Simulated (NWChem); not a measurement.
System: CH4MgN2S

```xyz
9

Mg    -0.0106    -0.1375     0.0000
S     -0.0549    -2.4584     0.0000
H      1.2940    -2.5587     0.0000
C     -0.0132     2.2811     0.0000
N     -1.1361     1.5868     0.0000
N      1.1120     1.5894     0.0000
H     -0.0143     3.3870     0.0000
H     -1.9988     2.1145     0.0000
H      1.9725     2.1206     0.0000
```
Atoms are numbered in this order, from 1.

Program: NWChem. Geometry: optimised at PBE0/def2-SVP. Ions are spin-unrestricted doublets at the neutral geometry; other ion states weren't tried.

For level PBE/def2-SVP:

| Quantity | Value |
|---|---|
| vertical ionisation energy, ΔSCF (eV) | 8.11 |
| −ε(HOMO) (eV) | 5.16 |

**Question.** What are these values for level PBE0/def2-SVP?

**Answer.** 
- vertical ionisation energy, ΔSCF (eV) = 8.50
- −ε(HOMO) (eV) = 6.36
